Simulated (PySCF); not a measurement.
## Computed structure and properties of [Yb(H2O)3]2+

System: [Yb(H2O)3]2+ (singlet in the valence; each metal's 4f electrons, 14 of them, lie in its core potential, out of spins and levels); start: displaced along the imaginary mode (D3). Method: PySCF 2.14.0, RKS PBE, Yb lcecp-0-SVP with ECP60, O def2-SVP, H def2-SVP; non-relativistic Hamiltonian with scalar-relativistic core potentials where named; density fitting; no spin-orbit coupling.

Input of the relaxation:

```python
mol = gto.M(atom='''
Yb    -0.00000     0.00000    -0.00000
O      2.41132    -0.00003     0.00000
H      3.02158     0.24996     0.77114
H      3.02157    -0.25004    -0.77114
O     -1.20563     2.08828     0.00000
H     -1.72726     2.49179     0.77114
H     -1.29424     2.74178    -0.77114
O     -1.20569    -2.08825    -0.00000
H     -1.29432    -2.74174     0.77114
H     -1.72733    -2.49174    -0.77114''',
    basis={'Yb': 'lcecp-0-SVP', 'O': 'def2-SVP', 'H': 'def2-SVP'},
    ecp={'Yb': 'lcecp-0-SVP'},
    charge=2, spin=0)
mf = dft.RKS(mol, xc='PBE')
mf.grids.atom_grid = (50, 194)  # f atoms: unpruned, at least (60, 302)
mf = mf.density_fit()  # fitting sets: Yb AutoAux, O def2-universal-JKFIT, H def2-universal-JKFIT
mf.conv_tol = 1e-08; mf.max_cycle = 55
mf.kernel(dm0)  # dm0: converged density of the start geometry
# quasi-Newton relaxation in Cartesian coordinates to a largest gradient under 0.00045 Eh/bohr, steps kept in the point group
```

Run from Python with OMP_NUM_THREADS=2; the lines above give its settings. Where DIIS fails, smearing, a level shift and second-order steps follow.
It took 67 s on 2 threads of Arm Neoverse V2, on a shared host, from the converged density of the start.

Course of the relaxation:

| step | energy above end (eV) | largest force component within the symmetry (eV/Å) |
| --- | --- | --- |
| 0 | 0.1774 | 1.191 |
| 1 | 0.0272 | 0.171 |
| 2 | 0.0240 | 0.028 |
| 3 | 0.0226 | 0.074 |
| 4 | 0.0212 | 0.113 |
| 5 | 0.0197 | 0.135 |
| 6 | 0.0168 | 0.133 |
| 7 | 0.0120 | 0.071 |
| 12 | 0.0013 | 0.039 |
| 13 | 0.0006 | 0.027 |
| 14 | 0.0003 | 0.009 |
| 15 | 0.0003 | 0.050 |
| 16 | 0.0001 | 0.006 |
| 17 | 0.0000 | 0.006 |
(The steps between are left out.)

Relaxed geometry (D3):

```xyz
10

Yb    0.0000    0.0000    0.0000
O     2.4079    0.0000    0.0000
H     3.0173    0.5921    0.4955
H     3.0173   -0.5922   -0.4955
O    -1.2039    2.0853    0.0000
H    -2.0214    2.3170    0.4955
H    -0.9958    2.9091   -0.4955
O    -1.2040   -2.0853    0.0000
H    -0.9959   -2.9091    0.4955
H    -2.0215   -2.3169   -0.4955
```

| contact | Å |
| --- | --- |
| Yb1–O2 (H2O) | 2.408 |
| Yb1–O5 (H2O) | 2.408 |
| Yb1–O8 (H2O) | 2.408 |

On the finer grid (75, 302):

```yaml
HOMO: not given (4f levels lie in the core)
LUMO: not given (4f levels lie in the core)
Dipole_about_the_centre_of_mass: 0.00 D
Set_of_Mulliken_populations_of_Yb1_outside_the_core_potential: s 2.15, p 6.16, d 0.40, f 0.01
D3_BJ_dispersion_energy_not_in_the_energies: -0.125 eV
```

```csv
atom,Mulliken (e),Löwdin (e),spin (e)
Yb1,1.28,1.10,0.00
O2,-0.29,-0.02,0.00
H3,0.26,0.16,0.00
H4,0.26,0.16,0.00
O5,-0.29,-0.02,0.00
H6,0.26,0.16,0.00
H7,0.26,0.16,0.00
O8,-0.29,-0.02,0.00
H9,0.26,0.16,0.00
H10,0.26,0.16,0.00
```

The 4f levels lie in the core potential and are missing.

On the grid (50, 194), as all that follows. Harmonic modes: 2 unstable but soft, so probably a saddle point, though modes this soft are near the noise (counted below −25 cm⁻¹); lowest -38 cm⁻¹ (negative: unstable), highest 3678 cm⁻¹, zero-point energy 1.916 eV.

Taking off one H2O (charge 0, singlet; the rest: singlet) in vacuum, both parts rigid, costs 2.17 eV; the small basis without counterpoise inflates it. Parting with an electron moved from the ligand to the metal can be far cheaper, even downhill.

Rigid scan of H2O along the line from its metal:

```json
{"distance to O2 (Å)": "2.11", "energy (eV)": "0.400"}
{"distance to O2 (Å)": "2.21", "energy (eV)": "0.150"}
{"distance to O2 (Å)": "2.31", "energy (eV)": "0.031"}
{"distance to O2 (Å)": "2.41", "energy (eV)": "0.000"}
{"distance to O2 (Å)": "2.51", "energy (eV)": "0.025"}
{"distance to O2 (Å)": "2.61", "energy (eV)": "0.086"}
{"distance to O2 (Å)": "2.81", "energy (eV)": "0.261"}
```

One start shape was tried, so this needn't be the lowest isomer.

An lcecp potential fixes the number of 4f electrons, so in runs with it no electron can move into or out of that shell.
